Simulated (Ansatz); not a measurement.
`CC(C)BN` + HCl → `NBCl` + propane at 500 K and 1 bar (ligand exchange at a B–C bond).

Isolated molecules relaxed with PBE0-D4/def2-TZVP in Ansatz; ΔE leaves out vibrations. CCSD(T)/CBS is the MP2 limit (def2-TZVPP, def2-QZVPP) plus CCSD(T) − MP2 in def2-TZVPP, frozen cores. This one scheme is used for every species. One conformer a species, not always the lowest.

```tsv
species	CCSD(T)/CBS energy (Eh)	H − E (kJ/mol)	S (J/(mol·K))
`CC(C)BN`	-199.72955	401.5	409.3
HCl	-460.38127	32.5	201.9
`NBCl`	-541.16722	135.0	303.4
`CCC`	-118.98051	304.1	314.1
```

H − E and S are ideal-gas, rigid-rotor, harmonic terms from PBE0-D4/def2-TZVP, for one conformer and one mirror image of each species. 1 Eh = 2625.50 kJ/mol, R = 8.31446 J/(mol·K).

By hand: ΔE, ΔH, ΔS and ΔG.

ΔE = (-541.16722) + (-118.98051) − (-199.72955) − (-460.38127) = -0.03691 Eh = -96.9 kJ/mol. Δ(H − E) = 135.0 + 304.1 − 401.5 − 32.5 = 5.1, so ΔH = -91.8 kJ/mol. ΔS = 303.4 + 314.1 − 409.3 − 201.9 = 6.3 J/(mol·K). ΔG = -91.8 − 500 × (6.3)/1000 = -95.0 kJ/mol.

By hand: the equilibrium constant, and the temperature at which ΔG would vanish if ΔH and ΔS stayed fixed.

log₁₀ K = −ΔG/(RT ln 10) = 9.9. ΔH and −TΔS have one sign here, so there is no such temperature.

The number of gas molecules stays the same, so ΔS is small and ΔH decides. A doubt of 5 kJ/mol in ΔE shifts log₁₀ K by 0.5 here. Other conformers and mirror images would add mixing entropy, several J/(mol·K) or more a flexible species. Modes under 60 cm⁻¹, often nearly free rotors, make the harmonic entropy too high. These are equilibria of isolated gas molecules and say nothing of rates. Largest T1 diagnostic: 0.011 (customary marks: 0.02 for closed shells, 0.045 for open ones).

ΔS is within the doubt of such terms, so its sign, and with it that verdict, could turn.
